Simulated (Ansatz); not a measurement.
The same molecule with X = Al, Ga, In. Ansatz, PBE0-D4/def2-TZVP geometries, multiplicity 1. Each molecule was computed in one conformer, which needn't be the lowest.

Elements past krypton have def2 core potentials. Scalar relativity is left out up to krypton.

```csv
X,molecule,mean X–O bond length / Å,mean X–S bond length / Å,LUMO energy (PBE/def2-TZVPP) / eV,LUMO energy (B3LYP/def2-TZVPP) / eV,LUMO energy (ωB97M-V/def2-TZVPP) / eV
Al,`[OH][Al]([SH])[O][SiH3]`,1.678,2.173,-1.53,-0.96,0.91
Ga,`[OH][Ga]([SH])[O][SiH3]`,1.777,2.172,-2.04,-1.42,0.67
```

Task: Give the row for X = In, `[OH][In]([SH])[O][SiH3]`. (An estimate is asked.)

Result: The calculation gave: 
```csv
X,molecule,mean X–O bond length / Å,mean X–S bond length / Å,LUMO energy (PBE/def2-TZVPP) / eV,LUMO energy (B3LYP/def2-TZVPP) / eV,LUMO energy (ωB97M-V/def2-TZVPP) / eV
In,`[OH][In]([SH])[O][SiH3]`,1.973,2.350,-2.93,-2.35,-0.17
```

From Al to In the mean X–O bond length rises at each step, by 0.295 Å in all; the mean X–S bond length isn't monotonic: highest at In, lowest at Ga; the LUMO energy (PBE/def2-TZVPP) falls at each step, by 1.40 eV in all; the LUMO energy (B3LYP/def2-TZVPP) falls at each step, by 1.39 eV in all; the LUMO energy (ωB97M-V/def2-TZVPP) falls at each step, by 1.08 eV in all. Bonds lengthen as the atom grows down the group.

B3LYP here is the variant with VWN-RPA as its local correlation; programs differ in this.
